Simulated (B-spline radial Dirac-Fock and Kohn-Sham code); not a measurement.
Z = 83 (bismuth), transition energy 780 keV. The computed values come from a radial finite-basis atomic code: a Dirac-Hartree-Slater potential of the neutral atom with a Latter tail (no hole, which puts coefficients of high multipoles low close above an edge), finite nucleus with surface currents. Subshells that would emit electrons below 1 keV are left out.

Problem. A pure transition shows α(K) = 0.146, L1/L2 = 5.46 and L1/L3 = 14.1. What is its multipolarity?
A. M2
B. E4
C. E1
D. M3
E. E3
F. E2
G. M4
H. M1

Solution. D. For comparison, α(K), L1/L2, L1/L3 are E1 0.00343, 9.86, 15.1; E2 0.00888, 2.37, 8.21; E3 0.0202, 1.10, 6.02; E4 0.0427, 0.714, 4.67; M1 0.0301, 10.4, 154; M2 0.0740, 7.54, 51.1; M4 0.277, 4.20, 6.01.
